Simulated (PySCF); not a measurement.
## SbBr at PBE0

Computed with PBE0; PySCF, scalar-relativistic core potentials, basis sets Sb cc-pVTZ-PP with ECP28, Br cc-pVTZ-PP with ECP10.

```
state                                            : singlet, one real π or δ orbital doubly filled, a mixture of terms (⟨Lz²⟩ = 2.0), a second solution, started from another occupation
bond length                                      : 2.475 Å
harmonic wavenumber                              : 270 cm⁻¹
force constant                                   : 2.06 mdyn/Å
rotational constant Be                           : 0.05761 cm⁻¹
anharmonicity ωexe                               : 0.588 cm⁻¹
vibration–rotation constant αe                   : 0.000173 cm⁻¹
energy of the minimum from ground-state Sb + Br  : -1.63 eV
HOMO–LUMO gap                                    : 1.06 eV
bond order (Mayer)                               : 1.25
dipole moment (positive dipole means Sb(−)Br(+)) : -1.40 D
```

Spin–orbit coupling is left out, which matters for elements this heavy, above all for dissociation energies.
